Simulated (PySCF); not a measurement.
## Sc(2+) (scandium, charge +2) across methods

[Ar] 3d1, 2D determinant. All numbers are calculated (PySCF 2.14, the spin-free X2C one-electron Hamiltonian (Gaussian nucleus), in x2c-QZVPPall with one added diffuse shell each of s, p, d, f, g type (12s8p6d4f3g, 121 functions)).

| method | E (hartree) | mean ε 3p α (eV) | mean ε 3p β (eV) | mean ε 3d α (eV) | Σ⟨r²⟩ (bohr²) | ⟨S²⟩ |
| --- | --- | --- | --- | --- | --- | --- |
| UHF | -762.64930 | -58.989 | -56.989 | -24.699 | 16.19 | 0.752 |
| BHandHLYP | -763.494 | -54.557 | -53.217 | -22.047 | 16.22 | 0.751 |
| LDA | -761.488 | -49.369 | -48.566 | -18.589 | 16.33 | 0.750 |
| M06 | -763.463 | -51.996 | -51.063 | -19.698 | 16.32 | 0.750 |
| PBE0 | -763.300 | -52.005 | -50.925 | -20.346 | 16.23 | 0.751 |
| wB97M-V | -763.435 | -54.454 | -53.459 | -22.653 | 16.31 | 0.750 |
| PBE | -763.256 | -49.303 | -48.485 | -18.667 | 16.32 | 0.750 |
| r2SCAN | -763.447 | -50.162 | -49.184 | -18.877 | 16.22 | 0.751 |
